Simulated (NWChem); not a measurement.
Species: SnHOClF2; SMILES [OH][Sn]([F])([F])[Cl]

```xyz
6

O      1.8545    -0.8569     0.0000
Sn     0.0158    -0.2111     0.0000
F     -0.9374    -0.9014     1.5134
F     -0.9374    -0.9014    -1.5134
Cl    -0.0382     2.0858     0.0000
H      1.8941    -1.8231     0.0000
```
Atoms are numbered in this order, from 1.

Structure relaxed at the PBE0/def2-SVP level. No frequency run checked for a minimum. def2 effective core potentials on Sn; no spin-orbit coupling.

Symmetry labels are those of Cs in the frame above (b1 and b2, or b-type labels, depend on it).

List the 4 lowest vertical singlet excitations from B3LYP/def2-SVPD with def2 effective core potentials on Sn, TDA (NWChem).


```
state  energy (eV)  oscillator strength  symmetry  leading excitation (squared amplitude)
-----  -----------  -------------------  --------  --------------------------------------
S1            5.04                0.002        a"                      HOMO → LUMO (0.93)
S2            5.23                0.012        a'                    HOMO−1 → LUMO (0.97)
S3            5.32                0.025        a"                    HOMO−2 → LUMO (0.92)
S4            6.35                0.131        a'                    HOMO−3 → LUMO (0.88)
```
